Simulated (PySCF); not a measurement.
## Electronic structure of P⁻ (phosphorus, charge -1) at the UHF level

Configuration: [Ne] 3s2 3p4, high-spin 3P determinant. Calculation: PySCF 2.14, in aug-cc-pV(T+d)Z (6s5p4d2f, 55 functions); the non-relativistic Hamiltonian (point nucleus).

- Total energy: -340.704674 hartree
- One-electron energy: -475.5855 hartree
- Hartree (Coulomb) energy: 157.6451 hartree
- Exchange energy: -22.7643 hartree
- Kinetic energy: 340.70304 hartree
- ⟨S²⟩: 2.0248
- ⟨L²⟩: 2.070
- Sum of ⟨r⟩: 19.06 bohr
- Sum of ⟨r²⟩: 49.46 bohr²
- Traceless quadrupole moment −½Σ⟨3z² − r²⟩ along its main axis: -5.20 e·bohr²
- Density at the nucleus (Gaussians lack the cusp): 2150 bohr⁻³
- Spin density at the nucleus: -0.0124 bohr⁻³
- Langevin diamagnetic susceptibility: -39.2 ×10⁻⁶ cm³/mol

| shell | electrons | mean orbital energy (eV) | spread (eV) | rms radius, mean of both spins (bohr) |
| --- | --- | --- | --- | --- |
| 1s α | 1 | -2168.8 | 0 | 0.120 |
| 1s β | 1 | -2168.4 | 0 | 0.120 |
| 2s α | 1 | -197.03 | 0 | 0.562 |
| 2s β | 1 | -196.67 | 0 | 0.562 |
| 2p α | 3 | -139.79 | 0.350 | 0.540 |
| 2p β | 3 | -139.13 | 0.261 | 0.540 |
| 3s α | 1 | -14.400 | 0 | 2.18 |
| 3s β | 1 | -9.557 | 0 | 2.18 |
| 3p α | 3 | -2.814 | 1.554 | 3.06 |
| 3p β | 1 | -0.693 | 0 | 3.06 |

Spin-orbit constants ζ (cm⁻¹) from the X2C one-electron operator on these orbitals (non-relativistic here): bare nucleus, nucleus screened by l(l+1)(2l+1)/3 electrons, and screened by the Breit-Pauli mean field of the electrons.

```csv
shell,bare,screened nucleus,mean field
2p,5382,4664,4336
3p,242.9,210.5,191.6
```

To first order the Landé constant is A = -95.82 cm⁻¹, so the lowest level has J = 2 and lies 0.0119 eV below the centre of the term. This holds in LS coupling only.
